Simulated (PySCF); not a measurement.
C₂H₆Cl₂Si₂, SMILES Cl[SiH2]/C=C/[SiH2]Cl, PBE0/def2-SVP optimised geometry.

```
12

Si    -2.23     0.28     0.00
Cl    -2.93     2.24     0.00
C     -0.37     0.28     0.00
C      0.37    -0.28     0.97
Si     2.23    -0.28     0.97
Cl     2.93    -2.24     0.97
H     -2.77    -0.37    -1.22
H     -2.72    -0.40     1.23
H      0.15     0.77    -0.84
H     -0.15    -0.77     1.82
H      2.77     0.37     2.20
H      2.72     0.41    -0.25
```

Density from PBE0/def2-TZVP in PySCF 2.14.0 at that geometry.

Minimum of the electron density along straight lines between bonded atoms, close to the bond critical point (lines longer than 1.1 times the sum of covalent radii, or with two minima, are not listed):

| bond | length / Å | ρ at the minimum / e bohr⁻³ | ∇²ρ there / e bohr⁻⁵ | position (fraction from the first atom) |
|---|---|---|---|---|
| Si1–Cl2 | 2.074 | 0.095 | 0.21 | 0.36 |
| Si1–C3 | 1.868 | 0.123 | 0.20 | 0.39 |
| C3–C4 | 1.346 | 0.339 | -1.00 | 0.50 |
| C4–Si5 | 1.868 | 0.123 | 0.20 | 0.61 |
| Si5–Cl6 | 2.074 | 0.095 | 0.21 | 0.36 |
| Si1–H7 | 1.490 | 0.123 | 0.14 | 0.49 |
| Si1–H8 | 1.489 | 0.123 | 0.14 | 0.49 |
| C3–H9 | 1.100 | 0.274 | -0.94 | 0.65 |
| C4–H10 | 1.100 | 0.274 | -0.94 | 0.65 |
| Si5–H11 | 1.490 | 0.123 | 0.14 | 0.49 |
| Si5–H12 | 1.489 | 0.123 | 0.14 | 0.49 |
